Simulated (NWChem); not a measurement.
System: ZrHSF₃; SMILES [F][Zr]([F])([F])[SH]

Here is an NWChem input.

```
start job
memory heap 200 mb stack 900 mb global 1100 mb
geometry units angstroms noautoz
  Zr     0.002659    -0.268276     0.117407
  F     -1.414274    -0.832737     1.240961
  F      1.658294    -1.033134     0.619148
  F     -0.489069    -0.730894    -1.652630
  S      0.243353     2.157372     0.280222
  H     -1.038873     2.347872    -0.116647
end
basis spherical
  Zr library def2-svp
  F library def2-svp
  S library def2-svp
  H library def2-svp
end
ecp
  Zr library def2-ecp
end
dft
  xc xpbe96 cpbe96
  iterations 150
  mulliken
end
task dft energy
```

Geometry: optimised at PBE0/def2-SVP. def2 effective core potentials on Zr; no spin-orbit coupling.

Task: Give the results of this calculation. (PBE/def2-SVP with def2 effective core potentials on Zr.) Quantities: basis functions; energy (Ha); highest occupied level (eV); orbital gap (eV); dipole (D).

Result: The number of basis functions is 96 and the energy (Ha) is -744.89. The highest occupied level (eV) is -6.82 and the orbital gap (eV) comes out as 4.20. The dipole (D) is 0.69.
